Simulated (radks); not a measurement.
Q: The mean radii <r> (bohr) of the occupied orbitals of an atom or ion are listed with their occupations. Calculated with a radial shooting solver on a logarithmic mesh with Libxc functionals: Dirac Kohn-Sham, PBE, spin-unpolarised, spherical densities, point nucleus.

| orbital | occ. | <r> |
|---|---|---|
| 1s1/2 | 2 | 0.07684 |
| 2s1/2 | 2 | 0.3635 |
| 2p1/2 | 2 | 0.3252 |
| 2p3/2 | 4 | 0.3277 |
| 3s1/2 | 2 | 1.096 |
| 3p1/2 | 2 | 1.157 |
| 3p3/2 | 2 | 1.163 |

Name the element and its charge. Open shells, if any, fill j = l - 1/2 first.

A: Z = 20, calcium, charge +4: Ca4+ in [Ne] 3s2 3p4. The 1s radius gives Z: for a bare nucleus <r> = (2 gamma + 1)/(2Z) with gamma = sqrt(1 - (Z/c)^2), 0.07446 bohr for Z = 20, and screening makes it slightly larger (0.07684 here). The occupations add up to 16, and the charge is Z minus that.
